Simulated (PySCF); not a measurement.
ZrO2: one-bond stretch

These are results of r2SCAN in PySCF with Zr def2-TZVP with ECP28, O def2-TZVP; scalar-relativistic core potentials, no spin–orbit coupling; density-fitted integrals, not measurements.

Rigid scan from the singlet minimum (Zr–O 1.773 Å (×2); O–Zr–O 107.2°). Coordinate: the bond from Zr to the last atom (O) scaled, the rest fixed. Energies in kJ/mol from the minimum.

(1) Predict the curve at 0.92, 0.96, 1.00, 1.05, 1.12, 1.20, 1.35, 1.55, 1.80, 2.20.

## Answers

(1) 
```
scale of one bond  E (kJ/mol)  dipole size (D)
             0.92        49.7             7.48
             0.96        11.1             7.66
             1.00         0.0             7.84
             1.05        13.6             8.06
             1.12        64.8             8.36
             1.20       146.3             8.63
             1.35       312.5             8.98
             1.55       502.1                –
             1.80       666.6                –
             2.20       811.4                –
```

At long bonds a restricted determinant can lie too high, and another spin state can fall below this curve.

Other isomers or separated fragments may lie lower.

The scan took 120 s on 2 threads of a shared Intel Xeon Platinum 8488C (Sapphire Rapids) host; the process peaked at 0.83 GiB. Launch command: `OMP_NUM_THREADS=2 python axn.py task.json out`.
